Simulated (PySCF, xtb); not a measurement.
hexafluoroethane (C2F6), SMILES FC(C(F)(F)F)(F)F.

Coordinates come from a PBE0-D3(BJ)/def2-SVP optimisation.

These are C-PCM-M06-2X/def2-SVP (PySCF 2.14.0) values and carry that method's errors.

The values are the electrostatic part of the solvation free energy, E(continuum) − E(gas) at the gas-phase geometry, in a cavity of scaled van der Waals radii (PySCF's table); cavitation and dispersion terms are not included. In vacuum the orbital gap is 16.91 eV. The dipole moment in vacuum is 0.00 D.

```csv
solvent,ε,ΔG(elec) (kcal/mol),dipole (D),gap (eV)
water,78.36,-0.8,0.00,16.93
diethylether,4.24,-0.6,0.00,16.92
"N,N-dimethylformamide",37.22,-0.8,0.00,16.93
```

For comparison, GFN2-xTB/ALPB(water) (xtb, at the GFN2-xTB geometry, all terms of that model) gives 2.3 kcal/mol.
